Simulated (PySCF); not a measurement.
Excitation energies in several basis sets

CH3Br.
Z-matrix (Å and degrees, PBE0-D3(BJ)/def2-SVP geometry), rows numbered from 1:
```
C 
Br  1  1.9291
H   1  1.0956  2  108.45
H   1  1.0957  2  108.45  3  -120.00
H   1  1.0958  2  108.46  3   120.00
```

TDDFT with PBE0 (PySCF), vertical singlets, core orbitals frozen in the response, spherical d and f functions. Isolated species at its PBE0-D3(BJ)/def2-SVP geometry, gas phase. The PBE0/6-31G* calculation is non-relativistic and has no spin–orbit coupling, an omission that weighs most on bromine.

Q: How do the low singlets change with the basis? Take 6-31G*, def2-SVP, def2-SVPD, aug-cc-pVDZ, def2-TZVP, def2-TZVPD and aug-cc-pVTZ.

A: 

| basis | functions | diffuse | S1 (eV) | S2 (eV) | S3 (eV) | S4 (eV) | S5 (eV) | LUMO (eV) | α (au) |
| --- | --- | --- | --- | --- | --- | --- | --- | --- | --- |
| 6-31G* | 52 | no | 6.50 | 6.50 | 9.61 | 9.61 | 10.51 | 0.33 | 25.5 |
| def2-SVP | 61 | no | 6.50 | 6.50 | 8.77 | 8.77 | 9.88 | 0.41 | 25.8 |
| def2-SVPD | 85 | yes | 6.20 | 6.20 | 7.50 | 7.50 | 8.50 | -0.22 | 36.3 |
| aug-cc-pVDZ | 86 | yes | 6.13 | 6.13 | 6.93 | 6.93 | 7.87 | -0.43 | 35.4 |
| def2-TZVP | 97 | no | 6.35 | 6.35 | 8.31 | 8.31 | 9.48 | 0.08 | 31.9 |
| def2-TZVPD | 121 | yes | 6.14 | 6.14 | 7.24 | 7.24 | 8.04 | -0.31 | 36.9 |
| aug-cc-pVTZ | 174 | yes | 6.11 | 6.11 | 6.90 | 6.90 | 7.78 | -0.43 | 36.8 |

States are compared by their number. Against the largest diffuse basis here (aug-cc-pVTZ, itself not a converged limit), sets without diffuse functions differ by up to 0.39 eV in S1 and 2.73 eV in S5; the smaller diffuse sets differ by up to 0.09 and 0.71 eV. State by state, the largest deviation of a set without diffuse functions is S1 0.39, S2 0.39, S3 2.72, S4 2.72, S5 2.73 eV. The same number needn't mean the same state in each row. Against aug-cc-pVTZ the polarisability deviates by -31% in 6-31G*, -30% in def2-SVP, -1% in def2-SVPD, -4% in aug-cc-pVDZ, -13% in def2-TZVP, 0% in def2-TZVPD.
